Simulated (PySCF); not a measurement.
H6Si3, neutral, multiplicity 1.

```xyz
9

Si     0.0000     0.0000     1.2423
Si    -1.6970    -0.0082    -0.4468
H     -1.8483     1.4612    -0.7249
H     -1.3468    -0.6834    -1.7350
H     -3.0188    -0.5253     0.0191
Si     1.6970     0.0082    -0.4468
H      1.8483    -1.4612    -0.7249
H      1.3468     0.6834    -1.7350
H      3.0188     0.5253     0.0191
```
Charge 0, spin multiplicity 1.

Geometry: B3LYP-D3(BJ)/def2-SVP.

All values below come from KT2/pcSseg-1 (PySCF). Non-relativistic, no solvent.

Computed absolute GIAO shielding of each atom: isotropic value and principal components (ppm):
```json
[
 {"atom": "Si1", "σ(iso)": "-930.0", "σ11": "-2506.1", "σ22": "-913.7", "σ33": "629.7", "span": "3135.9"},
 {"atom": "Si2", "σ(iso)": "419.7", "σ11": "374.5", "σ22": "409.4", "σ33": "475.2", "span": "100.7"},
 {"atom": "H3", "σ(iso)": "27.0", "σ11": "22.9", "σ22": "27.5", "σ33": "30.7", "span": "7.8"},
 {"atom": "H4", "σ(iso)": "26.2", "σ11": "23.3", "σ22": "25.8", "σ33": "29.5", "span": "6.2"},
 {"atom": "H5", "σ(iso)": "25.6", "σ11": "23.2", "σ22": "24.7", "σ33": "29.0", "span": "5.7"},
 {"atom": "Si6", "σ(iso)": "419.7", "σ11": "374.5", "σ22": "409.4", "σ33": "475.2", "span": "100.7"},
 {"atom": "H7", "σ(iso)": "27.0", "σ11": "22.9", "σ22": "27.5", "σ33": "30.7", "span": "7.8"},
 {"atom": "H8", "σ(iso)": "26.2", "σ11": "23.3", "σ22": "25.8", "σ33": "29.5", "span": "6.2"},
 {"atom": "H9", "σ(iso)": "25.6", "σ11": "23.2", "σ22": "24.7", "σ33": "29.0", "span": "5.7"}
]
```
